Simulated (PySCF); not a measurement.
C4HF4O3 (charge -1).
Numbering: `[O:1]=[C:2]([O-:3])[O:4][C@H:5]([F:6])[C:7]([F:8])=[C:9]([F:10])[F:11]` (hydrogens: H12 on C5)

Method used: PBE0-D3(BJ)/def2-SVP geometry optimisation, gas phase in PySCF.

Q: Give the optimised bond lengths and angles.

A: 
```csv
bond,length (pm),order
O1=C2,122.4,double
C2–O3,121.3,single
C2–O4,153.8,single
O4–C5,133.4,single
C5–F6,140.5,single
C5–C7,150.6,single
C7–F8,134.3,single
C7=C9,133.0,double
C9–F10,132.2,single
C9–F11,131.0,single
C5–H12,110.6,single
```

Orders are formal, as drawn. A selection of angles:
```csv
angle,degrees
O1–C2–O3,137.0
O1–C2–O4,113.0
O3–C2–O4,110.0
C2–O4–C5,116.2
O4–C5–F6,111.1
O4–C5–C7,111.8
F6–C5–C7,107.1
C5–C7–F8,116.2
C5–C7–C9,126.2
F8–C7–C9,117.6
C7–C9–F10,124.3
C7–C9–F11,124.4
F10–C9–F11,111.3
```

Torsions: O1–C2–O4–C5 -7° (synperiplanar); C2–O4–C5–F6 -98° (anticlinal); O4–C5–C7–F8 -121° (anticlinal); C5–C7–C9–F10 180° (antiperiplanar).

C7 (vinylic C–F carbon) is planar (angles 126.2°, 117.6° and 116.2°, sum 360.0°, 0.00 Å off the plane of its three neighbours). The C–O distances run from 1.213 Å (C2–O3, drawn single in a drawing that doesn't fit all lengths) to 1.538 Å (C2–O4, drawn single in a drawing that doesn't fit all lengths), a spread of 0.325 Å. Of the pairs four or more bonds apart, O1···H12 is among the closest relative to their van der Waals radii: 2.11 Å, 78 % of the sum of Bondi's values. The C–F distances run from 1.310 Å (C9–F11, drawn single in a drawing that doesn't fit all lengths) to 1.405 Å (C5–F6, drawn single in a drawing that doesn't fit all lengths), a spread of 0.095 Å. C9 (=CF2 carbon) is planar (angles 124.4°, 124.3° and 111.3°, sum 360.0°, 0.00 Å off the plane of its three neighbours). The 2 C–C bonds span 1.330 Å (C7=C9, drawn double in a drawing that doesn't fit all lengths) to 1.506 Å (C5–C7, drawn single in a drawing that doesn't fit all lengths), a spread of 0.176 Å. C2 (carbonate carbon) is planar (angles 137.0°, 113.0° and 110.0°, sum 360.0°, 0.01 Å off the plane of its three neighbours).

Point group: C1 (no symmetry element, even within 0.4 Å). Stationary, but not proved a minimum. The geometry's basis has no diffuse functions, a weakness for an anion.

On x86-64 server, one thread, no GPU (shared host), this took 83 s of wall time. This is the geometry optimisation.

One conformer stands for the species.
